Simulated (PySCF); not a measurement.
Cost of excited-state runs on `CC#[C][AlH2-][CH2]F`, [C₄H₇AlF]-, charge -1

Structure with atom numbers: `[CH3:1][C:2]#[C:3][AlH2-:4][CH2:5][F:6]` (H(Xn): hydrogen on atom n).

PySCF with density fitting, on 1 thread of an Intel Xeon, shared host. Command: `OMP_NUM_THREADS=1 python excited_run.py task.json out`

**Question.** How long does each of these runs take, and how much memory?
- magnetisability and related constants, B3LYP/aug-pcSseg-1; isotopologues
- magnetisability and related constants, mPW1PW91/STO-3G; SCF tolerance 1e-06 Eh; level shift 0.1 Eh
- magnetisability and related constants, wB97X-D/6-311G**; SCF tolerance 1e-07 Eh; level shift 0.2 Eh

**Answer.** 
```tsv
run	level	basis functions	wall time	peak memory (GiB)
magnetisability and related constants	B3LYP/aug-pcSseg-1	226	74 s	1
magnetisability and related constants	mPW1PW91/STO-3G	41	13 s	0.34
magnetisability and related constants	wB97X-D/6-311G**	158	59 s	0.89
```
Times from a shared host are rough.
